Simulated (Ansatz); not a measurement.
Reactions of `C[SiH](O)[SiH](O)O`.

Calculated with Ansatz (gas phase, PBE0-D4/def2-TZVP geometries, no zero-point term in ΔE). CCSD(T)/CBS adds triple-zeta CCSD(T) − MP2 to the extrapolated MP2 energy (def2 sets, frozen cores). This one scheme is used for every species, atoms too. Open shells (•) are unrestricted, without spin–orbit coupling. Spin–orbit coupling would lower the free atoms: a little for C, O, Si. For Ge outer-core shells are correlated without core-valence functions, so the limit isn't a true one: a few kJ/mol of doubt a bond, and 10 to 20 or more in all where bonds break to atoms. Scalar relativity is left out up to krypton. Each species was taken in one conformer, which may not be the lowest.

| reaction | MP2/CBS(def2) (kJ/mol) | CCSD(T)/CBS(def2) (kJ/mol) |
| --- | --- | --- |
| `C[SiH](O)[SiH](O)O` + PH₃ → `C[SiH](O)P` + `O[SiH2]O` | -48 | -41 |
| `C[SiH](O)[SiH](O)O` + `O[SiH](F)S` → `O[SiH](O)S[SiH](O)F` + `C[SiH2]O` | -111 | -100 |
| `C[SiH](O)[SiH](O)O` + `NC=O` → `C[SiH](N)O` + `O=C[SiH](O)O` | -39 | -37 |
| `C[SiH](O)[SiH](O)O` + HCl → `C[Si@@H](O)[Si@H](O)Cl` + H₂O | -9 | -5 |
| `C[SiH](O)[SiH](O)O` → `O[SiH2]O` + `C[Si]O` | 174 | 164 |
| `C[SiH](O)[SiH](O)O` + `O=[C](O)[GeH3]` → `C[SiH](O)[Si](O)(O)O` + `O=[CH][GeH3]` | -83 | -83 |
| `C[SiH](O)[SiH](O)O` + H₂O → `C[SiH](O)O` + `O[SiH2]O` | -140 | -133 |
| `C[SiH](O)[SiH](O)O` + `C=C` → `C=C[SiH](O)[SiH](O)O` + CH₄ | -11 | -9 |
| `C[SiH](O)[SiH](O)O` → C• + 8 H• + 3 O• + 2 Si• | 5374 | 5280 |
| `C[SiH](O)[SiH](O)O` + `CO[SiH](O)O` → `CO[SiH](O)[SiH](O)O` + `C[SiH](O)O` | 14 | 14 |

Largest T1 diagnostic: 0.016, for `NC=O`.
